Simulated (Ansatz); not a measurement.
Reaction (redistribution): `[F][Ga]([Br])[Br]` + `[CH3][Al]([F])[SH]` → `[CH3][Ga]([Br])[Br]` + `[F][Al]([F])[SH]`

Gas-phase electronic energies from Ansatz, PBE0-D4/def2-TZVP geometries. CCSD(T)/CBS is the MP2 limit (def2-TZVPP, def2-QZVPP) plus CCSD(T) − MP2 in def2-TZVPP, frozen cores. DFT in def2-TZVPP. For Br, Ga outer-core shells are correlated without core-valence functions, which leaves a few kJ/mol of doubt a bond. Scalar relativity is left out up to krypton. One conformer a species, not always the lowest.

```json
{"level": "ωB97X-V", "ΔE (kJ/mol)": "-96.7"}
{"level": "HF/CBS(def2)", "ΔE (kJ/mol)": "-99.5"}
```

**Question.** What does CCSD(T)/CBS give? (Best estimate.)

**Answer.** Computed: -110.3 kJ/mol. The listed levels differ from it by 13.6, 10.8 kJ/mol.

Largest T1 diagnostic among the species: 0.012.

Leaving LDA and LC-ωPBE aside and taking each functional with its dispersion term where it has one, the values, not all of them listed here, spread over 9.3 kJ/mol, from BHLYP-D4 to B97M-V. LDA lies −4.2 kJ/mol from PBE without D4. At CCSD(T), def2-SVP lies +23.0 kJ/mol from the extrapolated value and def2-TZVPP +7.4 kJ/mol.
